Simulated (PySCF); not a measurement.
## Basis and Hamiltonian dependence of the excitation energy of Ta⁺

Ta⁺ [Xe] 4f14 5d3 6s1 (5F) → Ta⁺ [Xe] 4f14 5d2 6s2 (3F). All values are computed (PySCF 2.14, energy differences of UHF-based or UKS calculations, no spin-orbit coupling). Values in eV.

```tsv
basis	Hamiltonian	functions	UHF	LDA	PBE0	MP2 (valence)	CCSD(T) (valence)
aug-cc-pVDZ-PP with ECP60MDF	ECP	54	1.536	0.860	1.224	0.914	0.606
def2-QZVPPD with the def2 core potential (60 electrons)	ECP	84	1.472	0.802	1.167	0.827	0.566
aug-cc-pVTZ-PP with ECP60MDF	ECP	88	1.498	0.842	1.202	0.834	0.562
x2c-TZVPPall	spin-free X2C	97	1.476	0.739	1.034	0.824	0.542
ANO-RCC-VTZP	spin-free X2C	104	1.487	0.730	1.057	0.924	0.588
x2c-TZVPPall with one added diffuse shell each of s, p, d, f type	spin-free X2C	113	1.475	0.733	1.031	0.820	0.540
aug-cc-pVTZ-PP with one added diffuse shell each of s, p, d, f, g type with ECP60MDF	ECP	113	1.497	0.841	1.201	0.832	n/a
x2c-QZVPPall	spin-free X2C	144	1.494	n/a	n/a	n/a	n/a
```

Frozen in the all-electron rows: valence: [Xe] 4f14; with a core potential, the same shells as far as they lie outside it.

Reference for a calculation without spin-orbit coupling: 0.428 eV (measured, between term centres; NIST).
